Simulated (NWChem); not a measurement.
InNH3Br; SMILES [NH2][InH][Br]

```xyz
6

In    -0.3433     0.8151     0.0066
H     -1.9509     1.3560     0.1767
Br     0.1271    -1.6392    -0.0275
N      1.3650     1.8675    -0.0482
H      1.3855     2.8527    -0.2874
H      2.2323     1.4094    -0.3067
```
Atoms are numbered in this order, from 1.

Computed with NWChem. STO-3G and 3-21G are far too small for this property and stand as cheap habits. All runs use the structure optimised with PBE0/def2-SVP. def2 effective core potentials on In; no spin-orbit coupling. B3LYP is NWChem's, with the RPA form of VWN correlation. Field at 589 nm.

Question: Among these, which level gives the highest value of “anisotropy (bohr³)”?
(A) B3LYP/def2-SVP (core potentials)
(B) B3LYP/def2-SVPD (core potentials)
(C) B3LYP/STO-3G (all-electron, non-relativistic)

Answer: A, B3LYP/def2-SVP (core potentials). Values: B3LYP/STO-3G (all-electron, non-relativistic) 28.7; B3LYP/def2-SVPD (core potentials) 29.6; B3LYP/def2-SVP (core potentials) 31.9
